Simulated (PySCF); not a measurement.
C3H10NSi2 (doublet state).
Structure used (GFN2-xTB), in Å, numbered top down from 1:
```xyz
16
C3H10NSi2 angstrom
C      2.2882    0.4817   -0.2682
Si     0.7227   -0.5704   -0.4928
C     -0.1744   -0.9122    1.1661
C     -1.3953   -0.0841    1.2276
Si    -2.0137    0.6244   -0.3575
N     -0.5705    0.2620   -1.2718
H      2.0757    1.4123    0.2495
H      2.7216    0.7310   -1.2316
H      3.0430   -0.0525    0.3001
H      1.0475   -1.8226   -1.1989
H     -0.4542   -1.9716    1.1669
H      0.4426   -0.7738    2.0572
H     -1.8249    0.1155    2.1982
H     -3.1617   -0.0561   -0.9817
H     -2.2555    2.0758   -0.3431
H     -0.4986    0.5494   -2.2314
```

The hyperfine couplings belong to this conformer and change with its torsions.

Identity: `C[Si@H]1C[CH][SiH2]N1` [radical].

The calculation used PySCF, UKS B3LYP, pcH-1 on C H N Si, non-relativistic, mean-field spin-orbit, GIAO. Isolated species at its GFN2-xTB geometry (one conformer only). A GFN2-xTB geometry isn't a minimum of the functional, and hyperfine couplings can be far from their values at a DFT geometry. No stability test was run, so a lower SCF solution isn't excluded.

Largest spin populations (Mulliken): C4 (+1.00), C3 (-0.08) and H11 (+0.07). No atom but C4 exceeds +0.15. The angles at C4 add up to 359.9°, so it is planar; its axial dipolar tensor and the negative coupling of its proton fit spin in a p orbital normal to that plane.

Problem. Find Q in a(H) = Q·ρ(C) for the protons on the planar carbons that carry spin.

Solution. 
```csv
H,C,ρ(C),a(H) (G),a/ρ (G)
H13,C4,+0.996,-20.21,-20.3
```

One proton gives one ratio, Q = -20.3 G, and no test of linearity. In every row coupling and population have opposite signs.

Problem. List the C–H protons on four-coordinate carbons next to a three-coordinate spin centre, with their couplings and θ (C–H bond against the normal to the plane of the centre's neighbours, projected along the bond that joins the two).

Solution. 
| β H | on | centre | θ (°) | cos²θ | a (G) |
| --- | --- | --- | --- | --- | --- |
| H11 | C3 | C4 | 8 | 0.98 | +61.89 |
| H12 | C3 | C4 | 56 | 0.31 | +17.43 |

Couplings in gauss use g_iso = 2.0027.
